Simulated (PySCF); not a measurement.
C3H11NSi2, SMILES C([SiH2]N)C([SiH3])=C.

Coordinates come from a PBE-D3(BJ)/def2-SVP optimisation. This is a generated structure with no PubChem entry under its InChIKey; it may be hypothetical. One conformer was computed; it need not be the lowest.

The numbers are results of PBE-D3(BJ)/def2-SVP in PySCF, not measurements.

Frequencies are harmonic and unscaled.

```csv
mode,ν (cm⁻¹),IR (km/mol),moving atoms (share of kinetic energy)
1,54,0.9,"N 35 %, H 33 %, Si 27 %"
2,61,0.4,"C 39 %, H 34 %, Si 22 %"
3,99,0.2,"H 56 %, Si 27 %, C 9 %"
4,119,1.1,"H 59 %, C 18 %, Si 17 %"
5,151,14.0,"H 69 %, C 12 %, Si 11 %"
6,207,3.7,"H 40 %, C 27 %, Si 21 %, N 12 %"
7,273,11.7,"H 40 %, C 33 %, N 16 %, Si 11 %"
8,348,4.3,"C 39 %, H 38 %, Si 23 %"
9,366,1.1,"C 46 %, H 44 %, Si 8 %"
10,427,174.6,"H 80 %, N 19 %"
11,486,8.2,H 91 %
12,590,35.2,"H 45 %, C 34 %, Si 20 %"
13,615,24.1,"H 61 %, C 22 %, Si 15 %"
14,637,28.6,H 84 %
15,646,16.6,"H 55 %, C 31 %, Si 13 %"
16,691,12.4,"H 58 %, C 28 %, Si 13 %"
17,739,16.9,"H 74 %, C 14 %"
18,799,8.9,"H 44 %, N 33 %, Si 14 %, C 10 %"
19,822,10.8,"H 65 %, C 26 %"
20,847,121.8,"H 62 %, Si 17 %, N 17 %"
21,882,302.8,"H 88 %, Si 9 %"
22,894,6.2,"H 75 %, C 24 %"
23,899,47.4,H 94 %
24,904,125.3,"H 80 %, Si 13 %"
25,920,37.9,H 97 %
26,931,78.9,H 92 %
27,945,20.3,"H 53 %, C 46 %"
28,1056,0.8,"H 80 %, C 19 %"
29,1109,46.9,"H 68 %, C 30 %"
30,1199,18.4,"C 61 %, H 38 %"
31,1366,7.2,"H 89 %, C 11 %"
32,1388,5.1,"H 86 %, C 14 %"
33,1499,29.7,"H 90 %, N 10 %"
34,1620,4.6,"C 89 %, H 11 %"
35,2106,117.0,H 97 %
36,2145,97.0,H 97 %
37,2155,92.7,H 97 %
38,2168,85.4,H 97 %
39,2173,109.3,H 96 %
40,2968,9.7,H 95 %
41,3028,4.2,"H 91 %, C 9 %"
42,3044,11.6,H 94 %
43,3146,5.9,"H 90 %, C 10 %"
44,3478,18.8,H 96 %
45,3569,19.2,"H 92 %, N 8 %"
```
